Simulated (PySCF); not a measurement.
Adding and removing an electron: ZnBr

PBE0; Zn def2-TZVPPD, Br def2-TZVPPD; no relativity (PySCF 2.14). Neutral (UKS): doublet (σ ↑), Re = 2.305 Å, ωe = 274 cm⁻¹, De = 1.99 eV, HOMO -6.53 eV, LUMO -3.58 eV.

ZnBr⁺ (UKS): singlet (closed shell), Re = 2.191 Å, ωe = 342 cm⁻¹, De = 2.43 eV to Zn⁺ + Br. The energies at the minima are -4353.02977 hartree for ZnBr and -4352.71166 for ZnBr⁺.

(1) Work out the adiabatic ionisation energy, without and with harmonic zero-point energies (1 hartree = 27.2114 eV, 1 eV = 8065.5 cm⁻¹), and the change of the bond length.

ZnBr⁻ (UKS): singlet (closed shell), Re = 2.707 Å, ωe = 123 cm⁻¹, De = 0.58 eV to Zn + Br⁻. The energies at the minima are -4353.02977 hartree for ZnBr and -4353.10513 for ZnBr⁻.

(2) Work out the adiabatic electron affinity, without and with harmonic zero-point energies (1 hartree = 27.2114 eV, 1 eV = 8065.5 cm⁻¹), and the change of the bond length.

For an ion De counts to the pair picked by the measured ionisation energies or electron affinities, which need not be the lowest pair at this level. States were picked by a PBE0 search and need not be the measured ground states.

## Answers

(1) At PBE0: 0.31811 hartree = 8.656 eV between the minima; the zero-point term (342.0 − 274.0)/2 cm⁻¹ = +0.004 eV makes it 8.660 eV. Re changes by -11.4 pm against the neutral. The electron leaves a σ orbital, and the shorter bond of the ion fits an antibonding orbital, or a change in how ionic the bond is.

(2) At PBE0: 0.07536 hartree = 2.051 eV between the minima; the zero-point term (274.0 − 123.0)/2 cm⁻¹ = +0.009 eV makes it 2.060 eV. Re changes by +40.2 pm against the neutral. The electron enters a σ orbital, and the ion is left as a loose complex of an ion and an atom.
